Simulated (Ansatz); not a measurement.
Molecule: sum formula SiH3Cl, net charge -1, doublet state. 
Structure (B3LYP-D3(BJ)/def2-TZVP (Ansatz, an electronic-structure program) minimum search):
```
Si
H 1 1.4986
H 1 1.4986 2 105.90
H 1 1.5513 2 99.61 3 102.96
Cl 1 2.5598 2 92.59 4 163.61
```
Charge -1, spin multiplicity 2.

Basis-set convergence of Hartree-Fock and MP2 correlation energies (hartree) with Ansatz. Cores are frozen in the correlated levels unless marked. UHF or UKS for open shells. No spin-orbit coupling. No relativistic terms.

```json
[
 {"basis": "def2-SVPD", "functions": "75", "E(HF)": "-749.96215", "E(corr, MP2)": "-0.26730"},
 {"basis": "def2-TZVPPD", "functions": "150", "E(HF)": "?", "E(corr, MP2)": "?"}
]
```

Task: Complete the blanks.

Result: 
- def2-TZVPPD, E(HF): -750.21108
- def2-TZVPPD, E(corr, MP2): -0.33652
